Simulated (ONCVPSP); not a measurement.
# u(r) = r·R(r): atom against pseudo-atom (H)

Columns: radius, all-electron u(r) and pseudo u(r) of the 1s shell (level -6.33 eV) of hydrogen in the configuration 1s1; PBEsol, scalar-relativistic, ONCV scheme, ONCVPSP 4.0.1.

```tsv
r (bohr)	all-electron	pseudo
0.075	0.1308	0.1057
0.150	0.2426	0.2080
0.225	0.3374	0.3040
0.300	0.4173	0.3911
0.375	0.4839	0.4675
0.450	0.5388	0.5322
0.525	0.5834	0.5850
0.600	0.6192	0.6264
0.675	0.6470	0.6573
0.750	0.6680	0.6792
0.825	0.6831	0.6934
0.900	0.6929	0.7015
0.975	0.6984	0.7047
1.050	0.6999	0.7042
1.125	0.6981	0.7007
1.200	0.6934	0.6948
1.275	0.6863	0.6869
1.350	0.6772	0.6773
1.425	0.6663	0.6663
1.500	0.6539	0.6539
1.575	0.6403	0.6403
1.650	0.6258	0.6258
1.725	0.6104	0.6104
1.800	0.5945	0.5945
1.875	0.5781	0.5781
1.950	0.5613	0.5613
```

Q: How many radial nodes do the two functions have?

A: The all-electron 1s function has n − l − 1 = 0; the pseudo-wave has 0.

Q: At about which radius was the pseudo-wave matched?

A: 1.50 bohr. The columns agree to 0.0005 from 1.35 bohr on; several derivatives are matched, so the curves merge somewhat inside the radius.

Q: Is the pseudo-wave norm-conserving?

A: Yes: the ONCV scheme keeps the norm inside the radius equal to the all-electron one, which fixes the energy derivative of the logarithmic derivative at the level.
